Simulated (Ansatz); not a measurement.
Two isomers of CH6BFO2Si: A = `FCOBO[SiH3]`, B = `OCB(F)O[SiH3]`.

Isolated molecules relaxed with PBE0-D4/def2-TZVP in Ansatz; ΔE leaves out vibrations. CCSD(T)/CBS adds triple-zeta CCSD(T) − MP2 to the extrapolated MP2 energy (def2 sets, frozen cores). Functionals use def2-TZVPP. B3LYP here is the variant with VWN-RPA as its local correlation; programs differ in this. One conformer a species, not always the lowest.

Which isomer does CCSD(T)/CBS put lower? Give the gap. (Estimate.)

Computed: B, by 16.5 kcal/mol.

Give E(B) − E(A) in kcal/mol with B3LYP, B3LYP-D4, PBE0-D4, PBE-D4, CCSD/def2-TZVPP, HF/def2-TZVPP, r2SCAN-D4. (Estimate.)

Ansatz gave: B3LYP -14.3, B3LYP-D4 -15.2, PBE0-D4 -16.2, PBE-D4 -15.5, CCSD/def2-TZVPP -15.9, HF/def2-TZVPP -13.1, r2SCAN-D4 -15.7. None reverses the order clearly.

Largest T1 diagnostic: 0.013.

In def2-TZVPP, CCSD(T) changes the Hartree–Fock value by −2.7 kcal/mol (the triples alone add +0.1 kcal/mol) and MP2 by −3.6 kcal/mol. The D4 term adds −0.9 kcal/mol with B3LYP and −0.5 kcal/mol with PBE0; it sums over pairs of atoms, weighted by their polarisabilities, and B3LYP, whose exchange is more repulsive, gets the larger term.
